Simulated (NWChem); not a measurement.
Species: sulfur tetrafluoride (SF$_{4}$); SMILES FS(F)(F)F

```xyz
5

F      1.2205     0.0000     0.6168
S      0.0000     0.0000    -0.3878
F      0.0000    -1.6542    -0.2755
F      0.0000     1.6542    -0.2755
F     -1.2205     0.0000     0.6168
```
Atoms are numbered in this order, from 1.

All runs: NWChem. Pople sets run with spherical d functions. Coordinates come from a PBE0/def2-SVP optimisation. Vzz is the largest principal value of the second derivative of the potential at the nucleus (NWChem prints the opposite sign); η is the asymmetry. Non-relativistic.

For level PBE0/def2-SVP:

```yaml
Vzz S2 (a.u.): -1.888
```

Q: Estimate the same quantities for level PBE0/6-31G*.

A: 
| Property | Result |
|---|---|
| Vzz S2 (a.u.) | -1.969 |
